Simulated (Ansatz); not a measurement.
Compare A (`N[SiH2]O[SiH2]N`) with its isomer B (`N[Si](N)(O)[SiH3]`).

Calculated with Ansatz (gas phase, PBE0-D4/def2-TZVP geometries, no zero-point term in ΔE). CCSD(T)/CBS is the MP2 limit (def2-TZVPP, def2-QZVPP) plus CCSD(T) − MP2 in def2-TZVPP, frozen cores. Functionals use def2-TZVPP. B3LYP here is the variant with VWN-RPA as its local correlation; programs differ in this. One conformer a species, not always the lowest.

A:

Z-matrix (Å, degrees):
```
Si
O 1 1.635
N 1 1.704 2 114.6
H 1 1.484 2 108.0 3 119.4
H 1 1.484 2 108.0 3 -119.3
Si 2 1.635 1 152.0 3 -176.8
H 3 1.007 1 121.1 2 -74.7
H 3 1.007 1 121.1 2 74.7
N 6 1.704 2 114.6 1 175.5
H 6 1.484 2 108.0 1 56.2
H 6 1.484 2 108.0 1 -65.2
H 9 1.007 6 121.1 2 -74.7
H 9 1.007 6 121.1 2 74.7
```

B:

Z-matrix (Å, degrees):
```
Si
N 1 1.709
O 1 1.651 2 118.7
N 1 1.719 2 103.8 3 117.8
Si 1 2.344 2 107.5 3 -116.0
H 2 1.006 1 121.6 3 75.1
H 2 1.008 1 121.2 3 -77.4
H 3 0.960 1 116.5 2 63.4
H 4 1.008 1 119.4 2 48.1
H 4 1.008 1 119.2 2 -170.2
H 5 1.491 1 110.2 2 -66.8
H 5 1.491 1 111.9 2 52.6
H 5 1.489 1 111.3 2 173.6
```

(1) Which isomer does CCSD(T)/CBS put lower? Give the gap. (Best estimate.)

(2) Give E(B) − E(A) in kJ/mol with MP2/def2-TZVPP, B2PLYP, CCSD/def2-TZVPP, PBE0-D4, r2SCAN-D4, ωB97M-V, B3LYP. (Estimate.)

Largest T1 diagnostic: 0.012.

Results:

(1) The calculation gave: A, by 105.7 kJ/mol.

(2) Computed: MP2/def2-TZVPP 113.3, B2PLYP 112.5, CCSD/def2-TZVPP 110.1, PBE0-D4 87.3, r2SCAN-D4 97.7, ωB97M-V 107.7, B3LYP 109.6. None reverses the order clearly.

In def2-TZVPP, CCSD(T) changes the Hartree–Fock value by −32.1 kJ/mol (the triples alone add −4.6 kJ/mol) and MP2 by −24.4 kJ/mol. From PBE to PBE0 (25 % exact exchange), in def2-TZVPP and without D4, E(B) − E(A) moves by +9.4 kJ/mol.
